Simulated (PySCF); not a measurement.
# Radial density of C²⁺ (carbon, charge +2)

PBE0, [He] 2s2, closed-shell 1S. All numbers are calculated (PySCF 2.14, scalar relativity by spin-free X2C-1e, in cc-pVTZ-DK (4s3p2d1f, 30 functions)).

```tsv
r (bohr)	4πr²ρ (e/bohr)
0.00499	0.03924
0.00839	0.1064
0.0141	0.2776
0.0238	0.6966
0.0399	1.618
0.0672	3.308
0.113	5.437
0.190	6.234
0.320	3.939
0.538	1.279
0.905	1.473
1.52	1.214
2.56	0.1723
4.31	0.002159
```

Densities and radii are taken from the X2C orbitals without a picture-change correction, which distorts them close to the nucleus.
